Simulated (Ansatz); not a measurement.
Input file for Ansatz (a first-principles code): U-CCSD(T)/cc-pVTZ on FGeH (SMILES [F][GeH]), a point of a bond scan (R = 1.292 Å). The run froze 15 orbitals, filled d shells among them.

Ansatz 0.2 input:
```yaml
crystal:
  periodic: [false, false, false]
  atoms:
    - {symbol: Ge, position_ang: [-0.11370409, -0.22690637, 0.28076938]}
    - {symbol: H, position_ang: [-0.81035343, -0.88814979, -0.58318632]}
    - {symbol: F, position_ang: [0.51367187, 0.92382939, -0.90949390]}
basis:
  gaussian:
    orbitals: cc-pVTZ
correlation: {method: ccsd_t, electrons: outside_noble_gas}
scf: {omitted_lower_state_checks: [cluster_reference]}
magnetization: {spin_polarized: true, initial_magnetization: 0}
```

Program output:

```
WARN ansatz: RAYON_NUM_THREADS=1 ignored (pool sized by the plan → 1); use --threads N
Functional definition: HF
these checks for a lower state are left out or cut short: cluster_reference
integrals: 0.12 GiB planned
547 factors; integrals over basis functions are off by at most 1.3e-3 eV
mean field: 0.22 GiB planned
mean field evaluation 1: about -59194.9046 eV, gradient 2.1e1 eV
mean field evaluation 2: about -59194.9084 eV, gradient 2.1e1 eV
mean field evaluation 4: about -59196.5124 eV, gradient 1.1e0 eV
mean field evaluation 8: about -59196.5287 eV, gradient 1.9e-3 eV
mean field evaluation 16: about -59196.5480 eV, gradient 4.2e-3 eV
mean field evaluation 32: about -59196.5463 eV, gradient 1.2e-1 eV
mean field -59196.54800342 eV, -2175.4330142642 hartree, gradient 2.4e-6 eV, S^2 0.184724; 4 other end points of the search recorded, 0 dependent functions left out
15 core orbitals not correlated
reference -59196.54800342 eV, -2175.4330142642 hartree; 6, 6 occupied and 66, 66 virtual orbitals, 547 factors
second order -9.42117424 eV of doubles, -0.00000000 eV of singles
coupled cluster: 0.30 GiB planned
cycle   1  -9.44031046 eV  change   -1.9e-2 eV  update   8.9e-2
cycle   2  -9.70247590 eV  change   -2.6e-1 eV  update   4.2e-2
cycle   3  -9.82714552 eV  change   -1.2e-1 eV  update   3.3e-2
cycle   4  -9.84139124 eV  change   -1.4e-2 eV  update   2.3e-2
cycle   5  -9.87474115 eV  change   -3.3e-2 eV  update   1.6e-2
cycle   6  -9.89813578 eV  change   -2.3e-2 eV  update   7.8e-3
cycle   7  -9.89925791 eV  change   -1.1e-3 eV  update   3.4e-3
cycle   8  -9.90017962 eV  change   -9.2e-4 eV  update   1.1e-3
cycle   9  -9.90063144 eV  change   -4.5e-4 eV  update   5.0e-4
cycle  10  -9.90028759 eV  change    3.4e-4 eV  update   1.7e-4
cycle  11  -9.90035289 eV  change   -6.5e-5 eV  update   7.8e-5
cycle  12  -9.90040704 eV  change   -5.4e-5 eV  update   2.7e-5
cycle  13  -9.90041458 eV  change   -7.5e-6 eV  update   1.2e-5
coupled cluster: 0.30 GiB planned
perturbative correction -0.30390969 eV, -0.0111684751 hartree
Total energy: -59206.75232769 eV, -2175.8080162645 hartree
Checks for a lower state left out: cluster_reference
```

Self-consistency was reached. Its determinant has ⟨S²⟩ = 0.18, a mixture of spin states.

Cost: roughly 7 core-seconds.
